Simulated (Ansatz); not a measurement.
Start from `C[Si](C)(C)[O][Ge]([CH3])([CH3])[Cl]` and change one atom or group to get `C[Si](C)(C)OBF`.

Ansatz, PBE0-D4/def2-TZVP geometries, multiplicity 1. Each molecule was computed in one conformer, which needn't be the lowest.

Scalar relativity is left out up to krypton.

```json
{"property": "LUMO energy (ωB97M-V/def2-TZVPP) / eV", "`C[Si](C)(C)[O][Ge]([CH3])([CH3])[Cl]`": "2.00"}
{"property": "HOMO energy (PBE0/def2-TZVPP) / eV", "`C[Si](C)(C)[O][Ge]([CH3])([CH3])[Cl]`": "-7.92"}
{"property": "HOMO–LUMO gap (PBE0/def2-TZVPP) / eV", "`C[Si](C)(C)[O][Ge]([CH3])([CH3])[Cl]`": "8.48"}
{"property": "size of the dipole moment (B3LYP/def2-TZVPP) / D", "`C[Si](C)(C)[O][Ge]([CH3])([CH3])[Cl]`": "2.30"}
{"property": "LUMO energy (B3LYP/def2-TZVPP) / eV", "`C[Si](C)(C)[O][Ge]([CH3])([CH3])[Cl]`": "0.23"}
{"property": "HOMO–LUMO gap (B3LYP/def2-TZVPP) / eV", "`C[Si](C)(C)[O][Ge]([CH3])([CH3])[Cl]`": "7.94"}
```

Q: Give the same properties after the change, and the shifts. (Best estimate.)

A: Ansatz gave: 
| property | `C[Si](C)(C)OBF` | shift |
| --- | --- | --- |
| LUMO energy (ωB97M-V/def2-TZVPP) / eV | 2.06 | 0.06 |
| HOMO energy (PBE0/def2-TZVPP) / eV | -8.53 | -0.61 |
| HOMO–LUMO gap (PBE0/def2-TZVPP) / eV | 8.94 | 0.46 |
| size of the dipole moment (B3LYP/def2-TZVPP) / D | 1.73 | -0.57 |
| LUMO energy (B3LYP/def2-TZVPP) / eV | 0.12 | -0.11 |
| HOMO–LUMO gap (B3LYP/def2-TZVPP) / eV | 8.44 | 0.50 |

With PBE0 the HOMO falls by 0.61 eV and the LUMO falls by 0.15 eV, so the gap widens by about 0.46 eV. PBE moves the HOMO by -0.62 eV and ωB97M-V by -0.61 eV. Dipoles are sizes alone; their direction can turn.

B3LYP here is the variant with VWN-RPA as its local correlation; programs differ in this.
